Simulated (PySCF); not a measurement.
B3LYP has the VWN-RPA correlation part, as in Gaussian. Excitations are Tamm–Dancoff values on a coarser integration grid. The basis has no diffuse functions, so Rydberg states are missing or too high.

H5BN2, SMILES `NBN` (charge 0, multiplicity 1)

Calculation: B3LYP-D3(BJ)/def2-TZVP run with PySCF.

```json
{
  "HOMO": "-6.63 eV",
  "dipole_moment": "1.35 D",
  "HOMO–LUMO gap": "7.36 eV",
  "LUMO": "0.73 eV",
  "S1 excitation (TDA)": "6.23 eV",
  "S1 oscillator strength": "0.000",
  "brightest of the four lowest singlets (TDA)": "8.06 eV",
  "T1 excitation (TDA)": "5.94 eV",
  "S1–T1 gap (TDA)": "0.29 eV",
  "total_energy": "-137.5202 Ha",
  "cost": "roughly 26 core-seconds"
}
```

```xyz
8

N      1.2256    -0.2613     0.0579
B      0.0270     0.4834     0.0124
N     -1.2469    -0.1201    -0.0677
H      2.1250     0.1799     0.1148
H      1.2719    -1.2661     0.0375
H      0.0936     1.6767     0.0430
H     -2.0915     0.4208    -0.0994
H     -1.4047    -1.1132    -0.0985
```
